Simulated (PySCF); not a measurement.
**Spinor energies of Pb⁺ (lead, charge +1)**

Start: [Xe] 4f14 5d10 6s2 6p1; 6p1/2 filled at m_j = +1/2. Calculated with PySCF 2.14 in x2c-TZVPall-2c with one added diffuse shell each of s, p, d, f type (12s12p10d4f, 126 functions): generalised Hartree-Fock with the X2C-1e Hamiltonian and a Gaussian nucleus; one run each with spin-orbit coupling (SO) switched off, then screened by Boettger's factors.

| spinor shell | electrons | ε, spin-free (eV) | ε, screened SO (eV) | weight of nominal j (screened SO) | rms radius, screened SO (bohr) |
| --- | --- | --- | --- | --- | --- |
| 1s1/2 | 2 | -88517.4 | -88478.1 | 1.000 | 0.0181 |
| 2s1/2 | 2 | -15998.6 | -15985.8 | 1.000 | 0.0730 |
| 2p1/2 | 2 | -13743.9 | -15328.0 | 1.000 | 0.0617 |
| 2p3/2 | 4 | -13743.9 | -13133.5 | 1.000 | 0.0700 |
| 3s1/2 | 2 | -3919.7 | -3915.2 | 1.000 | 0.186 |
| 3p1/2 | 2 | -3263.3 | -3619.2 | 1.000 | 0.178 |
| 3p3/2 | 4 | -3263.3 | -3122.7 | 1.000 | 0.195 |
| 3d3/2 | 4 | -2580.8 | -2641.6 | 1.000 | 0.170 |
| 3d5/2 | 6 | -2580.8 | -2536.4 | 1.000 | 0.175 |
| 4s1/2 | 2 | -932.93 | -931.18 | 1.000 | 0.408 |
| 4p1/2 | 2 | -714.17 | -801.96 | 1.000 | 0.412 |
| 4p3/2 | 4 | -714.17 | -678.69 | 1.000 | 0.446 |
| 4d3/2 | 4 | -454.82 | -467.98 | 1.000 | 0.455 |
| 4d5/2 | 6 | -454.82 | -444.32 | 1.000 | 0.466 |
| 5s1/2 | 2 | -175.01 | -174.29 | 1.000 | 0.916 |
| 4f5/2 | 6 | -166.98 | -168.77 | 1.000 | 0.493 |
| 4f7/2 | 8 | -166.98 | -163.79 | 1.000 | 0.495 |
| 5p1/2 | 2 | -111.96 | -128.02 | 1.000 | 0.984 |
| 5p3/2 | 4 | -111.96 | -104.91 | 1.000 | 1.08 |
| 5d3/2 | 4 | -37.122 | -38.393 | 1.000 | 1.36 |
| 5d5/2 | 6 | -37.122 | -35.385 | 1.000 | 1.41 |
| 6s1/2 | 2 | -22.386 | -22.119 | 0.997 | 2.47 |
| 6p1/2 | 1 | -13.472 | -14.811 | 0.999 | 3.02 |

```csv
quantity,spin-free,screened SO
E (hartree),-20865.34769,-20903.28219
M_J,1/2,1/2
⟨J²⟩,1.254,0.760
⟨L²⟩,2.026,2.213
⟨S²⟩,0.759,0.947
```

Each row is a mean over spinors that exchange with the open shell spreads, by up to 0.620 eV (6s1/2).

Breit and QED terms are absent; they matter most for the inner s and p1/2 levels.

Densities and radii are taken from the X2C orbitals without a picture-change correction, which distorts them close to the nucleus.

Without spin-orbit coupling the j labels of p, d and f shells carry no meaning; the spin-free column gives the mean over the occupied spinors of each nl shell, and its ⟨J²⟩ belongs to a mixture of degenerate components.
